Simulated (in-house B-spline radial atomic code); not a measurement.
Relativistic effects in Pd14+, [Ar] 3d10 4s2 4p2: non-relativistic Hartree-Fock (point nucleus) against Dirac-Hartree-Fock (Fermi nucleus of rms radius 4.5318 fm), both averages of the configuration, computed with an all-electron radial atomic-structure program (B-spline basis).

| orbital | ε NR (Eh) | ε Dirac (Eh) | <r> NR (bohr) | <r> Dirac (bohr) | change of <r> (%) |
| --- | --- | --- | --- | --- | --- |
| 1s1/2 | -885.71 | -912.5 | 0.0331 | 0.03184 | -3.8 |
| 2s1/2 | -140.21 | -146.7 | 0.1434 | 0.1376 | -4.0 |
| 2p1/2 | -130.79 | ? | 0.1229 | ? | ? |
| 2p3/2 | -130.79 | -130.68 | 0.1229 | 0.1221 | -0.7 |
| 3s1/2 | -35.975 | -37.327 | 0.3861 | 0.3741 | -3.1 |
| 3p1/2 | -32.127 | -33.261 | 0.3792 | 0.367 | -3.2 |
| 3p3/2 | -32.127 | -32.182 | 0.3792 | 0.377 | -0.6 |
| 3d3/2 | -25.17 | -25.125 | 0.3512 | 0.3494 | -0.5 |
| 3d5/2 | -25.17 | -24.912 | 0.3512 | 0.3527 | +0.4 |
| 4s1/2 | -13.572 | -13.898 | 0.8686 | 0.8484 | -2.3 |
| 4p1/2 | -12.345 | -12.605 | 0.8944 | 0.8745 | -2.2 |
| 4p3/2 | -12.345 | ? | 0.8944 | ? | ? |

(1) What happens to 4p3/2?

(2) What happens to 2p1/2?

(3) What explains the pattern of contraction and expansion?

(4) By how much does the total energy change?

## Answers

(1) Its energy goes to -12.367 hartree and <r> to 0.891 bohr (-0.38 %).

(2) Its energy goes to -136.57 hartree and <r> to 0.1171 bohr (-4.67 %).

(3) Expansion is seen in 3d5/2. The s and p1/2 orbitals contract directly, screen the nucleus better, and so push out orbitals that have little density near the nucleus; spin-orbit coupling adds to this for j = l + 1/2 and opposes it for j = l - 1/2.

(4) By -106.44 hartree, from -4869.207 to -4975.647.
